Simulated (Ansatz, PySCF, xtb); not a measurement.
Complex: CH4 (SMILES C) (first 5 atoms) with C3H4 (SMILES C=C=C); geometry from B3LYP-D3(BJ)/def2-TZVP, rigid monomers moved along the line of their centres of mass till H5···C7 is 4.14 Å.
(charge 0, multiplicity 1):
```xyz
12

C     -0.2044    -0.0443    -0.2907
H      0.3723    -0.0991    -1.2131
H     -0.7580     0.8937    -0.2666
H     -0.9021    -0.8802    -0.2516
H      0.4678    -0.0913     0.5644
C      1.5443    -0.0219     4.8366
C      0.2543     0.0553     4.6933
C     -1.0346     0.1325     4.5440
H      2.0428    -0.9786     4.9428
H      2.1628     0.8681     4.8552
H     -1.4860     0.1155     3.5589
H     -1.6966     0.2163     5.3981
```

Counterpoise-corrected where a basis set is named; no monomer relaxation.

Correlated levels freeze the cores. Rows in 6-31G* carry no dispersion term and start afresh at each structure (6-31G* with six Cartesian d functions).

Codes used: Ansatz (Gaussian orbitals); PySCF for 6-31G* rows, the dispersion terms; xtb for the GFN methods. Values without a source in brackets are computed.

| level | interaction energy (kJ/mol) |
|---|---|
| GFN1-xTB | -1.2 |
| HF/aug-cc-pVDZ | -0.2 |
| PBE-D4/def2-TZVPPD | ? |
| r2SCAN-D3(BJ)/def2-TZVPPD | -1.4 |
| r2SCAN-D4/def2-TZVPPD | -1.3 |
| B3LYP/6-31G* | 0.1 |
| B3LYP-D3(BJ)/def2-TZVPPD | -1.2 |
| wB97X-V/def2-TZVPPD | -1.3 |
| CCSD/aug-cc-pVDZ | -1.1 |

Problem. Fill in the missing entries.

Solution. 
- PBE-D4/def2-TZVPPD, interaction energy (kJ/mol): -1.8

Ansatz is a first-principles code.
